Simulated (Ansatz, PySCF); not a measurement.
Molecule: borotrithioic acid, BH$_{3}$S$_{3}$, charge 0, multiplicity 1. SMILES: SB(S)S
Geometry: optimised at B3LYP-D3(BJ)/def2-TZVP (Ansatz, a program for electronic structure).

BP86/def2-SVP beside other levels, property by property. Conventions: spin-orbit terms left out; six Cartesian d functions in 6-31G* and its kin unless marked 5d; non-relativistic; valence correlation only; dispersion terms only where a functional's name holds one; UHF or UKS for open shells; atomisation electronic, to ground-state atoms. Basis-set limits of correlation are two-point, X^-3; Hartree-Fock from the larger set (for Q and 5 zeta extrapolated as (X+1)exp(-9√X)). First-principles rows: single points at B3LYP-D3(BJ) geometries (Ansatz), with unscaled harmonic terms from B3LYP/6-31G* (Ansatz) at its own minima, enthalpies of formation by atomisation with measured atoms. Anions need diffuse functions, which STO-3G, LANL2DZ, def2-SVP, cc-pVDZ and Pople sets without + lack.

Coupled cluster (Ansatz) is a level with limits of its own, used here on species with T1 under 0.025 (0.045 for open shells) and stable references: (a) CCSD(T)/CBS(aug-cc-pV(T+d)Z,aug-cc-pV(Q+d)Z); (b) CCSD(T)/CBS(cc-pV(T+d)Z,cc-pV(Q+d)Z); (c) CCSD(T)/CBS(cc-pV(Q+d)Z,cc-pV(5+d)Z).

```csv
property,BP86/def2-SVP (PySCF),MP2/6-31G* (Ansatz),PBE0/def2-TZVPD (Ansatz),B2PLYP-D3(BJ)/def2-TZVPD (Ansatz + dftd3),to compare with
"H-S bond dissociation enthalpy at 298 K, to [S]B(S)S + H atom (kcal/mol)",83.1,72.7,82.7,83.7,87.0 coupled cluster (a)
"deprotonation enthalpy (H-S bond) at 298 K, to [S-]B(S)S + H+ (kcal/mol)",337.2,329.3,329.8,328.3,328.5 coupled cluster (a)
atomisation energy (kcal/mol),557.7,486.6,546.0,538.3,544.6 coupled cluster (c)
enthalpy of formation at 298 K (kcal/mol),-50.7,20.4,-39.1,-31.3,-37.7 coupled cluster (c)
"proton affinity at S (heteroatom site), enthalpy at 298 K, to SB(S)[SH2+] (kcal/mol)",181.1,174.5,179.8,179.1,178.1 coupled cluster (b)
```

As the rows show:
- H-S bond dissociation enthalpy at 298 K, to [S]B(S)S + H atom: BP86/def2-SVP lies 3.9 kcal/mol below coupled cluster.
- deprotonation enthalpy (H-S bond) at 298 K, to [S-]B(S)S + H+: BP86/def2-SVP lies 8.7 kcal/mol above coupled cluster.
- atomisation energy: BP86/def2-SVP lies 13.1 kcal/mol above coupled cluster.
- enthalpy of formation at 298 K: BP86/def2-SVP lies 13.0 kcal/mol below coupled cluster.
- proton affinity at S (heteroatom site), enthalpy at 298 K, to SB(S)[SH2+]: BP86/def2-SVP lies 3.0 kcal/mol above coupled cluster.

The properties are those with a value to compare with, at most eight drawn at random. No case is left out for the size of its miss. Left out are saddle points of the reference geometry, anions that the best level run finds unbound, excited spin states, species near biochemistry, 298 K rows of species without real B3LYP wavenumbers, cases with under five habitual levels, runs that failed or that the program found above a lower state of the same kind, table entries that another table contradicts, and a share of species set aside by lot.
